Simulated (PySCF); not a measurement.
Compound: C₅H₇N₂ (charge -1).
Z-matrix (Å and degrees, GFN2-xTB geometry), rows numbered from 1:
```
C 
C   1  1.5302
C   2  1.4987  1  111.52
N   3  1.3389  2  122.22  1   -89.64
C   4  1.3593  3  103.05  2   179.15
C   5  1.3738  4  109.16  3    -0.01
N   3  1.3389  2  122.19  1    89.47
H   1  1.0938  2  111.54  3  -179.91
H   1  1.0884  2  109.66  3   -59.33
H   1  1.0884  2  109.68  3    59.47
H   2  1.0947  1  109.22  3   120.54
H   2  1.0947  1  109.26  3  -120.59
H   5  1.0830  4  121.48  3   179.88
H   6  1.0830  5  129.38  4   179.87
```

Structure optimised with GFN2-xTB, isolated species.

Masses are those of the commonest isotopes; rigid-rotor values at the optimised geometry. The values belong to one conformer with, in the numbering `[CH3:1][CH2:2][c:3]1[n:4][cH:5][cH:6][n-:7]1`, C1–C2–C3–N4 -90°.

Question: What are A, B and C (MHz)?

Answer: Ia = 72.50, Ib = 251.91, Ic = 287.89 u·Å²; 505379 MHz·u·Å²/I gives A = 6971, B = 2006, C = 1755 MHz.

Question: Classify the top.

Answer: A near-prolate asymmetric top: κ = (2 × 2006 − 6971 − 1755)/(6971 − 1755) = -0.90.

Question: Is it planar, by Δ = Ic − Ia − Ib?

Answer: Not planar: Δ = Ic − Ia − Ib = -36.52 u·Å². For a rigid frame Δ = −2 Σ m c², so Σ m c² = 18.26 u·Å² lies off the ab plane: 6.54 from hydrogen and 11.72 from heavier atoms. The atom farthest from that plane is 1.24 Å away.

Question: Give the coordinates in the principal-axis frame, origin at the centre of mass.

Answer: The sense of each axis is arbitrary; atoms in the order of the calculation.
```json
{"atom": "C1", "mass (u)": "12.000", "a (Å)": "-2.487", "b (Å)": "0.001", "c (Å)": "-0.640"}
{"atom": "C2", "mass (u)": "12.000", "a (Å)": "-1.617", "b (Å)": "-0.002", "c (Å)": "0.619"}
{"atom": "C3", "mass (u)": "12.000", "a (Å)": "-0.157", "b (Å)": "-0.001", "c (Å)": "0.278"}
{"atom": "N4", "mass (u)": "14.003", "a (Å)": "0.536", "b (Å)": "-1.133", "c (Å)": "0.106"}
{"atom": "C5", "mass (u)": "12.000", "a (Å)": "1.783", "b (Å)": "-0.686", "c (Å)": "-0.202"}
{"atom": "C6", "mass (u)": "12.000", "a (Å)": "1.782", "b (Å)": "0.688", "c (Å)": "-0.201"}
{"atom": "N7", "mass (u)": "14.003", "a (Å)": "0.535", "b (Å)": "1.133", "c (Å)": "0.108"}
{"atom": "H8", "mass (u)": "1.008", "a (Å)": "-3.552", "b (Å)": "0.002", "c (Å)": "-0.391"}
{"atom": "H9", "mass (u)": "1.008", "a (Å)": "-2.266", "b (Å)": "0.884", "c (Å)": "-1.236"}
{"atom": "H10", "mass (u)": "1.008", "a (Å)": "-2.268", "b (Å)": "-0.880", "c (Å)": "-1.239"}
{"atom": "H11", "mass (u)": "1.008", "a (Å)": "-1.844", "b (Å)": "0.887", "c (Å)": "1.216"}
{"atom": "H12", "mass (u)": "1.008", "a (Å)": "-1.844", "b (Å)": "-0.892", "c (Å)": "1.213"}
{"atom": "H13", "mass (u)": "1.008", "a (Å)": "2.596", "b (Å)": "-1.372", "c (Å)": "-0.401"}
{"atom": "H14", "mass (u)": "1.008", "a (Å)": "2.594", "b (Å)": "1.376", "c (Å)": "-0.399"}
```

Question: List the rotational levels J(Ka,Kc) to J = 5 (K).

Answer: Above 0(0,0), as E/k:
J = 1: 1(0,1) 0.181, 1(1,1) 0.419, 1(1,0) 0.431
J = 2: 2(0,2) 0.541, 2(1,2) 0.768, 2(1,1) 0.804, 2(2,1) 1.519, 2(2,0) 1.519
J = 3: 3(0,3) 1.081, 3(1,3) 1.291, 3(1,2) 1.363, 3(2,2) 2.060, 3(2,1) 2.063, 3(3,1) 3.282, 3(3,0) 3.282
J = 4: 4(0,4) 1.799, 4(1,4) 1.988, 4(1,3) 2.109, 4(2,3) 2.782, 4(2,2) 2.789, 4(3,2) 4.005, 4(3,1) 4.005, 4(4,1) 5.714, 4(4,0) 5.714
J = 5: 5(0,5) 2.693, 5(1,5) 2.859, 5(1,4) 3.039, 5(2,4) 3.684, 5(2,3) 3.699, 5(3,3) 4.909, 5(3,2) 4.909, 5(4,2) 6.618, 5(4,1) 6.618, 5(5,1) 8.816, 5(5,0) 8.816

Question: Estimate the classical rotational partition function at 10 K, 25 K and 298.15 K.

Answer: Point group Cs, symmetry number σ = 1; q = (√π/σ)·√((kT/h)³/(ABC)), k/h = 20836.6 MHz/K: 1080 at 10 K, 4250 at 25 K, 175000 at 298.15 K.

No GFN2-xTB frequencies stand behind this structure, so it isn't proved a minimum. Zero-point vibration and centrifugal distortion are left out.

The numbers are calculated, not measured.
